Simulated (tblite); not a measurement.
Species: C2H12NPSi2.
SMILES with atom numbers: `[CH3:1][Si@H:2]([PH2:3])[CH2:4][SiH2:5][NH2:6]` (hydrogens: H7, H8, H9 on C1; H10 on Si2; H11, H12 on P3; H13, H14 on C4; H15, H16 on Si5; H17, H18 on N6)

A start from a force field or distance geometry was refined with tblite 0.8.0, GFN2-xTB geometry optimisation, gas phase. Values at the start:

```csv
coordinate,start
C1–Si2,1.848 Å
C1–H7,1.085 Å
Si2–P3,2.223 Å
Si2–C4,1.852 Å
Si2–H10,1.498 Å
P3–H11,1.419 Å
C4–Si5,1.850 Å
C4–H13,1.078 Å
C4–H14,1.090 Å
Si5–N6,1.700 Å
Si5–H15,1.473 Å
Si5–H16,1.475 Å
N6–H17,1.021 Å
C1–Si2–P3,108.0°
C1–Si2–C4,114.3°
Si2–C4–Si5,106.8°
P3–Si2–C4,107.4°
C4–Si5–N6,110.1°
C1–Si2–C4–Si5,-72°
Si2–C4–Si5–N6,177°
```

Question: How do these coordinates change at the GFN2-xTB level?

Answer: 
```csv
coordinate,GFN2-xTB (Å or °),change
C1–Si2,1.901,+0.053
Si2–C4,1.898,+0.046
C4–Si5,1.896,+0.046
P3–H11,1.382,-0.037
Si2–P3,2.257,+0.034
Si5–N6,1.723,+0.023
Si2–H10,1.477,-0.021
N6–H17,1.007,-0.014
C4–H13,1.090,+0.012
Si5–H16,1.463,-0.012
C4–H14,1.090,0.000
Si5–H15,1.473,0.000
C1–H7,1.085,0.000
Si2–C4–Si5,115.0,+8.2
C4–Si5–N6,105.7,-4.4
C1–Si2–C4,111.6,-2.7
P3–Si2–C4,106.5,-0.9
C1–Si2–P3,107.3,-0.7
C1–Si2–C4–Si5,-68,+4
Si2–C4–Si5–N6,175,-2
```

The energy falls by 8.4 kcal/mol over 69 L-BFGS steps, the largest force on an atom goes from 1.72 to 0.009 eV/Å, and the atoms move by 0.217 Å rms after alignment. The bond that changes most is C1–Si2 (Si-methyl carbon to SiH silicon), which lengthens by 0.053 Å. Bonds longer at the end by more than 0.005 Å: 6 of 17; shorter: 8. Among the dihedrals that turn most is H16–Si5–N6–H18, from -169° to 163°. Rotational constants go from 3711, 778.9, 683.9 to 3417, 742.9, 652.1 MHz.

Its GFN2-xTB frequencies are all real (lowest 29 cm⁻¹). The numbers are those of one conformer. 3 starts were optimised and ended at 0.00, 0.39 and 1.18 kcal/mol (GFN2-xTB); the lowest of these is shown.

All values are computed, not measured.
